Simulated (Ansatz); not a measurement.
System: sum formula BNHCl₂, net charge 0, doublet state. It need not be the lowest isomer of its formula. 
Coordinates optimised at B3LYP-D3(BJ)/def2-TZVP (Ansatz, a first-principles code):
```xyz
5

N     -1.6603    -0.5804    -0.2428
B     -0.3578    -0.1258    -0.0276
Cl     0.9738    -1.2807    -0.0030
Cl    -0.0479     1.6060     0.0832
H     -2.3287    -0.8384     0.4747
```
Charge 0, spin multiplicity 2.

Computed values are from Ansatz. Valence correlation only, unless marked. UHF or UKS for open shells. Spin-orbit coupling is left out. No relativistic terms. CBS(X,Y): correlation extrapolated as X^-3; Hartree-Fock from the larger set (for Q and 5 zeta extrapolated as (X+1)exp(-9√X)).

Task: What is the atomisation energy De at CCSD(T)/CBS(cc-pV(Q+d)Z,cc-pV(5+d)Z)?

Result: 398.2 kcal/mol.

Task: What is the total energy at CCSD(T)/CBS(cc-pV(Q+d)Z,cc-pV(5+d)Z)?

Result: -999.6803 Eh.

Task: What is the dipole moment at CCSD(T)/aug-cc-pV(D+d)Z?

Result: 1.73 D.

Task: What is the T1 diagnostic at CCSD/cc-pV(5+d)Z?

Result: 0.014.
